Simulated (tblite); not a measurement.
Start geometry of `CS[Si@@H](C)[SiH2][O]` [radical] from a force field or distance geometry (Å):
```
atom  x, y, z in Å
C1     2.2219    0.7748    1.0429
S2     1.0986   -0.5932    1.4667
Si3   -0.0298   -0.4813   -0.3418
C4    -1.0971   -1.9991   -0.5150
Si5   -1.3665    1.3173   -0.2879
O6    -2.3902    1.2343    1.0792
H7     2.9539    0.9153    1.8552
H8     2.7641    0.5568    0.1074
H9     1.6406    1.7150    0.9319
H10    0.8618   -0.3952   -1.4966
H11   -1.7863   -2.0758    0.3603
H12   -0.4491   -2.9075   -0.5324
H13   -1.6932   -1.9479   -1.4329
H14   -0.5422    2.5371   -0.2292
H15   -2.1908    1.3574   -1.5118
```

Question: What comes out of this run: GFN2-xTB geometry optimisation, gas phase (tblite 0.8.0)?

Answer: 
```
atom  x, y, z in Å
C1     1.964    0.756    1.518
S2     1.049   -0.806    1.331
Si3    0.081   -0.493   -0.546
C4    -1.019   -1.988   -0.906
Si5   -1.338    1.515   -0.268
O6    -0.333    2.517    0.280
H7     2.310    0.792    2.545
H8     2.810    0.761    0.838
H9     1.296    1.587    1.310
H10    1.093   -0.261   -1.577
H11   -1.682   -2.200   -0.072
H12   -0.410   -2.871   -1.075
H13   -1.626   -1.827   -1.790
H14   -1.796    1.572   -1.662
H15   -2.403    0.956    0.572
```

The energy falls by 128.7 kJ/mol over 222 L-BFGS steps, the largest force on an atom goes from 7.30 to 0.009 eV/Å, and the atoms move by 1.098 Å rms after alignment. The bond that changes most is Si3–Si5 (ends: silicon bonded to C, S, Si and H; silicon bonded to O, Si and 2 H), which lengthens by 0.233 Å. Bonds longer at the end by more than 0.005 Å: 2 of 14; shorter: 8. Among the angles that change most is Si3–Si5–H14, from 109.4° to 96.0°. Among the dihedrals that turn most is H10–Si3–Si5–H14, from -58° to 58°. Rotational constants go from 2197, 1290, 1021 to 1927, 1560, 944.9 MHz. The orientation of the end geometry is arbitrary; only internal coordinates are fixed.

Its GFN2-xTB frequencies are all real (lowest 50 cm⁻¹). 3 starts were optimised and ended at 0.00, 2.23 and 2.55 kcal/mol (GFN2-xTB); the lowest of these is shown.

One conformer stands for the species.

All values are computed, not measured.
